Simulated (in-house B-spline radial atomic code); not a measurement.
**I7+: [Ar] 3d10 4s2 (4p1/2)2 (4p3/2)3 4d10 (8d3/2)1 (an excited or competing configuration)**

All numbers are computed (Dirac-Hartree-Fock, average of the jj configuration; Fermi nucleus of rms radius 4.75 fm) with a radial B-spline atomic code at the basis-set limit, not measured.

Z_r = [3n² - l(l+1)]/(2<r>); Z_e = n√(-2ε); the last column is Slater's effective charge. Values are occupation-weighted means over j. An effective charge above Z reflects the relativistic contraction of the inner shells.

```csv
shell,electrons,ε (eV),<r> (bohr),Z_r,Z_e,Slater
1s,2,-33482,0.02722,55.11,49.61,52.70
2s,2,-5371.2,0.1166,51.46,39.74,48.85
2p,6,-4833,0.1023,48.87,37.69,48.85
3s,2,-1219.2,0.3121,43.25,28.40,41.75
3p,6,-1039.6,0.3106,40.25,26.22,41.75
3d,10,-768.23,0.2873,36.55,22.54,31.85
4s,2,-320.14,0.7346,32.67,19.40,25.60
4p,5,-263.76,0.7771,29.60,17.61,25.60
4d,10,-171.28,0.875,24.00,14.19,14.85
8d,1,-19.368,8.105,11.47,9.54,8.00
```

The least bound orbital is 8d3/2 at -19.37 eV, and it is also the most diffuse (<r> = 8.105 bohr). The part-filled 4p shell lies below the filled 4d shell in orbital energy.

For the 1s electron the small component carries 3.81 % of the norm, the zero-frequency Breit interaction raises the level by 81.68 eV, self-energy by 46.85 eV, and vacuum polarisation lowers it by 6.463 eV.
